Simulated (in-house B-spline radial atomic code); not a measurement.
Atomic self-consistent-field run: the potassium ion K⁶⁺ (an excited or competing configuration). Method: non-relativistic r2SCAN0, spin-polarised, spherical fractional occupations, exact exchange averaged over the configuration, point nucleus. Calculated with an all-electron radial atomic-structure program (B-spline basis).

Command:
```bash
python run_scf.py task.json out
```
Settings:
```
Z                19
configuration    [Ne] 3s2 4f1
hamiltonian      nr
method           r2scan0
spin_polarised   True
exact_exchange   averaged over the configuration
```

Output (hartree, bohr):
```
 radial grid: 45 intervals, B-splines of order 8, outer radius 15.5224 bohr

 iter        energy (Eh)    residual
    1        -585.198121    3.63e-02
    2        -585.201496    1.49e-03
    3        -585.201501    7.92e-04
    4        -585.201502    4.21e-04
    5        -585.201503    3.42e-05
    6        -585.201503    5.32e-06
    7        -585.201503    4.70e-07
    8        -585.201503    1.55e-08

 total energy                      -585.20150
 kinetic                             584.7466
 electron-nucleus                  -1331.2159
 Hartree                             191.0047
 exact exchange                       -7.2833
 exchange-correlation                -22.4537

 orbital      occ     eigenvalue          <r>       <r^2>       <1/r>       r_max
 1s up      1.000      -135.3044    0.0815002  0.00892193     18.5456     0.05353
 1s down    1.000      -135.3047    0.0815002  0.00892193     18.5456     0.05353
 2s up      1.000       -18.0014     0.384883    0.175049     3.81518      0.3182
 2s down    1.000       -18.0008     0.384846     0.17502     3.81559      0.3182
 2p up      3.000       -15.2808     0.346745    0.148339     3.72275      0.2622
 2p down    3.000       -15.2802     0.346693    0.148295     3.72318      0.2622
 3s up      1.000        -4.9793      1.10168     1.37799     1.26923      0.9981
 3s down    1.000        -4.9773      1.09916     1.37107     1.27233      0.9965
 4f up      1.000        -1.4615      2.45445     6.73866    0.462763       2.172
```

Time taken, with all properties: 0.15 s on 1 thread of Intel(R) Xeon(R) Platinum 8375C CPU @ 2.90GHz (shared host).
